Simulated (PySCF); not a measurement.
C$_{7}$H$_{7}$, doublet (typed; the unrestricted solution is spin-contaminated), geometry from GFN2-xTB. Base run: HF/3-21G (PySCF).

Input for PySCF:
```python
from pyscf import gto, scf

mol = gto.M(
    atom='''
C     1.096806   -0.692040    0.742836
C     1.465115   -0.165421   -0.396948
C     0.257160    0.706690   -0.823937
C    -0.865458   -0.272563   -1.118095
C    -1.193253   -0.856204    0.026576
C    -0.301880   -0.264599    1.107974
C    -0.198129    1.181610    0.572021
H     2.356814   -0.273139   -0.978067
H     0.471835    1.456968   -1.579832
H    -1.255890   -0.449343   -2.102072
H    -1.912258   -1.631328    0.209142
H    -0.615248   -0.412225    2.136059
H     0.548604    1.781332    1.090668
H    -1.156030    1.702899    0.561539
''',
    basis='3-21g',
    charge=0,
    spin=1,
    verbose=4,
)

mf = scf.UHF(mol)
mf.kernel()
```

The base run was repeated with changes; each row names its change, and settings that it needs were set with it.

```csv
change,ΔE vs base (µEh),fitting functions,dipole (D)
base,0.0,-,0.83
auxbasis = def2-universal-jkfit,112,651,0.83
auxbasis = def2-svp-ri,-2780,434,0.83
auxbasis = cc-pvtz-ri,220,777,0.83
auxbasis = def2-universal-jfit,1095,420,0.83
auxbasis = cc-pvdz-jkfit,443,651,0.83
auxbasis = default (with mf = mf.density_fit()),112,651,0.83
auxbasis = cc-pvtz-jkfit,195,763,0.83
auxbasis = even-tempered beta=3.0,-5624,287,0.85
auxbasis = def2-tzvp-ri,37.2,637,0.83
```

A fitting set is made for a task (jfit for Coulomb, jkfit for Coulomb and exchange, ri for correlation) and for a family of orbital bases.

Open shells are given as the SCF converged; they aren't shown to be the lowest states, and a large step between rows can be another state.
